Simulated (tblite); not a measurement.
CH9AlO2Si2, triplet, at the geometry of the source list (GFN-xTB shapes and energies of metal compounds can be far from the true ones) (a higher spin typed on purpose: for a closed-shell molecule this is an excited state); GFN1-xTB (tblite 0.6.0).

tblite was given this input:
```
$ tblite run mol.xyz --method gfn1 --charge 0 --spin 2 --guess eeq --json tblite.json --no-restart

# file mol.xyz
15

Al     0.23320000     0.34140000     0.33050000
C      1.06240000     1.71050000     1.50460000
H      1.71880000     1.27540000     2.25640000
H      0.28880000     2.28290000     2.01720000
H      1.64360000     2.42470000     0.92000000
O     -0.89230000     0.82120000    -0.81940000
Si    -1.96860000     1.22190000    -1.97150000
H     -3.29470000     0.88970000    -1.44550000
H     -1.65000000     0.45990000    -3.18450000
H     -1.81570000     2.66310000    -2.18920000
O      0.60780000    -1.29360000     0.44710000
Si     0.94690000    -2.88110000     0.51610000
H     -0.28510000    -3.57150000     0.90400000
H      1.99350000    -3.05390000     1.52560000
H      1.41140000    -3.29080000    -0.81140000
```

### Question
Write the output that tblite gives for this input, abridged.

### Answer

```
xTB calculator
 | screened Coulomb repulsion
 | Coulomb electrostatics
 |  * isotropic Klopman-Ohno-Mataga-Nishimoto electrostatics
 |  * onsite third-order electrostatics
 | DFT-D3(BJ) dispersion correction

halogen bonding energy    0.0000000000000E+00 Eh
repulsion energy          1.6607061636289E-01 Eh
dispersion energy        -5.0032989438035E-03 Eh
number of electrons       3.6000000000000E+01 e
integral cutoff           4.0000000000000E+01 bohr

------------------------------------------------------------
  cycle        total energy    energy error   density error
------------------------------------------------------------
      1     -21.42127595567  -2.1582343E+01   4.3012587E-01
      2     -21.40349246710   1.7783489E-02   2.9005796E-01
      3     -21.18762212305   2.1587034E-01   2.1006626E-01
      4     -21.44983519622  -2.6221307E-01   6.0293820E-02
      5     -21.45954025299  -9.7050568E-03   2.9846182E-02
      6     -21.46054935691  -1.0091039E-03   2.6905790E-02
      7     -21.46614596619  -5.5966093E-03   2.4419437E-02
      8     -21.46873764260  -2.5916764E-03   1.7396377E-02
      9     -21.46823250852   5.0513408E-04   1.8372590E-02
     10     -21.47054420585  -2.3116973E-03   6.3562841E-03
     11     -21.47065808441  -1.1387856E-04   4.9485901E-03
     12     -21.47081680723  -1.5872281E-04   2.1415548E-03
     13     -21.47084812973  -3.1322497E-05   7.3880807E-04
     14     -21.47085212393  -3.9942005E-06   1.9668811E-04
     15     -21.47085240557  -2.8164380E-07   3.8819352E-05
     16     -21.47085239804   7.5251059E-09   5.0512678E-05
     17     -21.47085241786  -1.9816351E-08   4.3654416E-06
------------------------------------------------------------

electronic energy        -2.1631919735280E+01 Eh
total energy             -2.1470852417861E+01 Eh

Post processing:
 | Mayer-Wiberg bond orders

[Info] JSON dump of results written to 'tblite.json'
```
